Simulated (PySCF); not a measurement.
Species: fluoroaluminate, AlF₄ (charge -1).
SMILES: `[F][Al-]([F])([F])[F]`

The closed-shell ground state was solved at several levels (PySCF, density fitting, gas phase, non-relativistic). Isolated species at its PBE0-D3(BJ)/def2-SVP geometry, gas phase. No diffuse functions stand in pcSseg-1 and pcSseg-2, which bears on an anion's orbital energies.

| level | basis functions | total energy (Eh) | HOMO (eV) | LUMO (eV) | gap (eV) |
| --- | --- | --- | --- | --- | --- |
| B3LYP/def2-SVPD | 116 | -641.8800 | -5.27 | 3.67 | 8.94 |
| PBE0/pcSseg-1 | 92 | -641.6708 | -5.07 | 5.97 | 11.04 |

**Question.** What might CAM-B3LYP/pcSseg-2 (187 basis functions) give for the same quantities?

**Answer.** Total energy -642.3470 Eh, HOMO -7.00 eV, LUMO 6.49 eV, gap 13.49 eV.

**Question.** Over all these levels, which gives the widest orbital gap and which the narrowest?

**Answer.** CAM-B3LYP/pcSseg-2 (range-separated hybrid) has the widest, 13.49 eV, and B3LYP/def2-SVPD (global hybrid, 20 % exact exchange) the narrowest, 8.94 eV. Functional and basis both differ between the two, so the spread mixes both effects.
